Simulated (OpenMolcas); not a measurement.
Multiplet structure of In-

```json
{
 "Program": "OpenMolcas 26.06",
 "Method": "SS-CASPT2, IPEA 0.25 Eh, imaginary shift 0.1 Eh (closed shells correlated: 4d 5s)",
 "Basis": "ANO-RCC-VQZP [8s7p5d3f2g]",
 "Scalar Hamiltonian": "DKH2, point nucleus",
 "Active space": "2 electrons in 3 orbitals (5p)",
 "State averaging": "2S+1 = 3 even, 3 roots; 2S+1 = 1 even, 6 roots",
 "Spin-orbit coupling": "RASSI with atomic mean-field integrals over the reference wave functions, term energies averaged over their components"
}
```

With spin-orbit coupling, above the lowest level:

```json
{"Configuration": "5s² 5p²", "Term": "³P", "J": "0", "E (cm⁻¹)": "0.0", "g": "", "Term weight %": "99", "Second": ""}
{"Configuration": "5s² 5p²", "Term": "³P", "J": "1", "E (cm⁻¹)": "533", "g": "1.501", "Term weight %": "100", "Second": ""}
{"Configuration": "5s² 5p²", "Term": "³P", "J": "2", "E (cm⁻¹)": "1285", "g": "1.491", "Term weight %": "98", "Second": "2 ¹D"}
```

Spin-orbit coupling puts the lowest level 951 cm⁻¹ below the lowest spin-free term.

For ³P the intervals divided by the larger J are 532.9, 376.1 cm-1. Landé's interval rule makes them equal in pure LS coupling; they differ by 35 % of their mean. The multiplet is regular.

With the s shell closed, the reference lacks s² → p² mixing. No diffuse functions were added, so excited terms of the anion can stand markedly too high. Only configurations of the active space appear. Levels above the detachment limit are left out.

The term weight is that of the spin-free term in the level, not the purity of its configuration.
